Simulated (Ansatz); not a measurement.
`F[BH][SnH2][SiH3]` + `[SiH3]N[SiH3]` → `FBN([SiH3])[SiH3]` + `[SiH3][SnH3]` at 600 K and 1 bar (cleavage of the B–Sn bond).

Isolated molecules relaxed with PBE0-D4/def2-TZVP in Ansatz; ΔE leaves out vibrations. CCSD(T)/CBS adds triple-zeta CCSD(T) − MP2 to the extrapolated MP2 energy (def2 sets, frozen cores). This one scheme is used for every species. Elements past krypton have def2 core potentials. For Sn outer-core shells are correlated without core-valence functions, which leaves a few kJ/mol of doubt a bond. Each species was taken in one conformer, which may not be the lowest.

```json
{"species": "`F[BH][SnH2][SiH3]`", "CCSD(T)/CBS energy (Eh)": "-631.31705", "H − E (kJ/mol)": "206.7", "S (J/(mol·K))": "488.5"}
{"species": "`[SiH3]N[SiH3]`", "CCSD(T)/CBS energy (Eh)": "-637.10515", "H − E (kJ/mol)": "230.1", "S (J/(mol·K))": "420.5"}
{"species": "`FBN([SiH3])[SiH3]`", "CCSD(T)/CBS energy (Eh)": "-761.79139", "H − E (kJ/mol)": "263.5", "S (J/(mol·K))": "471.8"}
{"species": "`[SiH3][SnH3]`", "CCSD(T)/CBS energy (Eh)": "-506.68362", "H − E (kJ/mol)": "166.8", "S (J/(mol·K))": "381.7"}
```

H − E and S are ideal-gas, rigid-rotor, harmonic terms from PBE0-D4/def2-TZVP, for one conformer and one mirror image of each species. 1 Eh = 2625.50 kJ/mol, R = 8.31446 J/(mol·K).

Question: By hand: ΔE, ΔH, ΔS and ΔG.

Answer: ΔE = (-761.79139) + (-506.68362) − (-631.31705) − (-637.10515) = -0.05281 Eh = -138.7 kJ/mol. Δ(H − E) = 263.5 + 166.8 − 206.7 − 230.1 = -6.5, so ΔH = -145.2 kJ/mol. ΔS = 471.8 + 381.7 − 488.5 − 420.5 = -55.5 J/(mol·K). ΔG = -145.2 − 600 × (-55.5)/1000 = -111.9 kJ/mol.

Question: By hand: the equilibrium constant, and the temperature at which ΔG would vanish if ΔH and ΔS stayed fixed.

Answer: log₁₀ K = −ΔG/(RT ln 10) = 9.7. ΔG = 0 at ΔH/ΔS = 2616 K, far beyond where these terms or the molecules hold.

ΔH outweighs TΔS. A doubt of 5 kJ/mol in ΔE shifts log₁₀ K by 0.4 here. Other conformers and mirror images would add mixing entropy, several J/(mol·K) or more a flexible species. Modes under 60 cm⁻¹, often nearly free rotors, make the harmonic entropy too high. These are equilibria of isolated gas molecules and say nothing of rates. Largest T1 diagnostic: 0.014 (customary marks: 0.02 for closed shells, 0.045 for open ones).
